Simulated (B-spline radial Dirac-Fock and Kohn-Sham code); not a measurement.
## Ionisation cross sections of Eu⁺ by electron impact

System: europium as Eu⁺, configuration [Xe] 4f7 6s1.

Calculated with a radial finite-basis atomic code, using the relativistic binary-encounter-Bethe (RBEB) model with Dirac-Fock orbital kinetic energies; direct ionisation only. For shells bound by less than 100 eV the term U + B of the denominator is divided by n when n is 3 or more, and by 2 for n = 1, 2 in singly charged ions. Excitation-autoionisation and multiple ionisation are left out; it is a semi-empirical estimate, least reliable for totals near the maximum.

Orbital inputs (open shells are filled statistically over j, and the NIST value is set on the highest orbital of the configuration average):

```
subshell  N   B (eV)    source of B   U (eV)
      1s  2  48810.5  Dirac-Fock −ε  63181.6
      2s  2   8136.7  Dirac-Fock −ε  14271.8
   2p1/2  2   7700.0  Dirac-Fock −ε  14183.5
   2p3/2  4   7050.2  Dirac-Fock −ε  11815.8
      3s  2   1845.1  Dirac-Fock −ε   4382.4
   3p1/2  2   1656.3  Dirac-Fock −ε   4272.2
   3p3/2  4   1521.1  Dirac-Fock −ε   3724.4
   3d3/2  4   1198.8  Dirac-Fock −ε   3561.2
   3d5/2  6   1169.7  Dirac-Fock −ε   3432.5
      4s  2    393.9  Dirac-Fock −ε   1317.3
   4p1/2  2    319.1  Dirac-Fock −ε   1225.3
   4p3/2  4    289.0  Dirac-Fock −ε   1082.7
   4d3/2  4    164.5  Dirac-Fock −ε    902.5
   4d5/2  6    159.0  Dirac-Fock −ε    868.9
   4f5/2  3    18.12  Dirac-Fock −ε    495.3
   4f7/2  4    17.48  Dirac-Fock −ε    484.4
      5s  2    61.19  Dirac-Fock −ε    249.9
   5p1/2  2    38.61  Dirac-Fock −ε    198.3
   5p3/2  4    34.55  Dirac-Fock −ε    169.6
      6s  1    10.42  Dirac-Fock −ε    27.36
```

Inner-shell cross sections in barn (the model is not trusted for the total of d- and f-block atoms):

| T (eV) | K | L1 | L2 | L3 | M4 | M5 |
| --- | --- | --- | --- | --- | --- | --- |
| 2000 | – | – | – | – | 12000 | 19900 |
| 3000 | – | – | – | – | 20300 | 32800 |
| 5000 | – | – | – | – | 25900 | 41100 |
| 10000 | – | 62.4 | 88.6 | 301 | 25300 | 39700 |
| 15000 | – | 195 | 231 | 633 | 22400 | 34900 |
| 20000 | – | 267 | 306 | 793 | 19800 | 30900 |
| 30000 | – | 327 | 365 | 903 | 16200 | 25100 |
| 50000 | 0.166 | 341 | 374 | 894 | 12100 | 18800 |
| 100000 | 6.78 | 300 | 325 | 756 | 8100 | 12500 |
| 200000 | 11.5 | 248 | 267 | 610 | 5700 | 8810 |
| 300000 | 13.2 | 226 | 243 | 551 | 4870 | 7520 |
| 1e+06 | 18.3 | 210 | 224 | 503 | 4000 | 6170 |
